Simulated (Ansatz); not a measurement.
Mulliken charges of `CC[Se]` radical from B3LYP/def2-TZVPP in Ansatz (PBE0-D4/def2-TZVP geometry).

```
atom   x (Å)   y (Å)   z (Å)  charge (e)
  C1  -0.433   0.597  -0.340      -0.196
  C2   0.259  -0.619   0.235      -0.194
 Se3   2.014  -0.281   0.994      -0.075
  H4  -1.412   0.324  -0.747       0.079
  H5   0.157   1.043  -1.143       0.081
  H6  -0.584   1.362   0.424       0.081
  H7   0.413  -1.399  -0.516       0.112
  H8  -0.321  -1.083   1.037       0.112
```

Problem. By hand: the dipole of these point charges (1 e Å = 4.8032 D).

Solution. Σ q r = (-0.252, -0.033, -0.112) e Å, of length 0.278 e Å = 1.34 D.

Problem. How does the dipole of the full density compare? (Estimate.)

Solution. The calculation gave: (-0.314, -0.049, -0.138) e Å, 1.66 D; the point charges give 0.81 times that, at 1° from its direction.

Point charges leave out the atoms' own dipoles, such as those of lone pairs, and Mulliken's split depends on the basis, so the two needn't agree.

B3LYP here is the variant with VWN-RPA as its local correlation; programs differ in this.
